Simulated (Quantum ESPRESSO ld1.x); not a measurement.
Q: The mean radii <r> (bohr) of the occupied orbitals of an atom or ion are listed with their occupations. Method: scalar-relativistic Kohn-Sham, exchange-only LDA, spin-polarised, spherical densities, point nucleus; computed with ld1.x of Quantum ESPRESSO 7.5.

| orbital | occ. | <r> |
|---|---|---|
| 1s up | 1 | 0.2318 |
| 1s down | 1 | 0.2300 |
| 2s up | 1 | 1.240 |
| 2p up | 3 | 1.254 |
| 3d up | 1 | 10.28 |

Name the element and its charge. Open shells, if any, are filled with parallel spins first.

A: Z = 7, nitrogen, charge 0: N in [He] 2s1 2p3 3d1. The 1s radius gives Z: for a bare nucleus <r> = (2 gamma + 1)/(2Z) with gamma = sqrt(1 - (Z/c)^2), 0.2141 bohr for Z = 7, and screening makes it slightly larger (0.2318 here). The occupations add up to 7, and the charge is Z minus that.
